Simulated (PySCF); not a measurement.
Correlation energy of Fe (iron, neutral)

[Ar] 3d7 4s1, high-spin 5F determinant (an excited configuration). Computed with PySCF 2.14 in x2c-QZVPPall (11s7p5d4f2g, 103 functions), with scalar relativity by spin-free X2C-1e. Frozen: [Ne]; 16 electrons correlated.

MP2 pair energies summed by pair of shells (mhartree):

```json
{"pair": "3d-3d", "energy": "-219.56", "share (%)": "36.7"}
{"pair": "3p-3d", "energy": "-207.39", "share (%)": "34.6"}
{"pair": "3p-3p", "energy": "-64.77", "share (%)": "10.8"}
{"pair": "3s-3d", "energy": "-42.54", "share (%)": "7.1"}
{"pair": "3s-3p", "energy": "-31.32", "share (%)": "5.2"}
{"pair": "3d-4s", "energy": "-22.34", "share (%)": "3.7"}
{"pair": "3p-4s", "energy": "-5.55", "share (%)": "0.9"}
{"pair": "3s-3s", "energy": "-4.90", "share (%)": "0.8"}
{"pair": "3s-4s", "energy": "-0.45", "share (%)": "0.1"}
```

Total MP2 correlation energy: -598.83 mhartree.

Same-spin part -204.48 and opposite-spin part -394.34 mhartree; SCS-MP2 scales them by 1/3 and 6/5 to -541.37 mhartree.

This basis was not built for core-valence correlation, so the inner-shell part is incomplete.
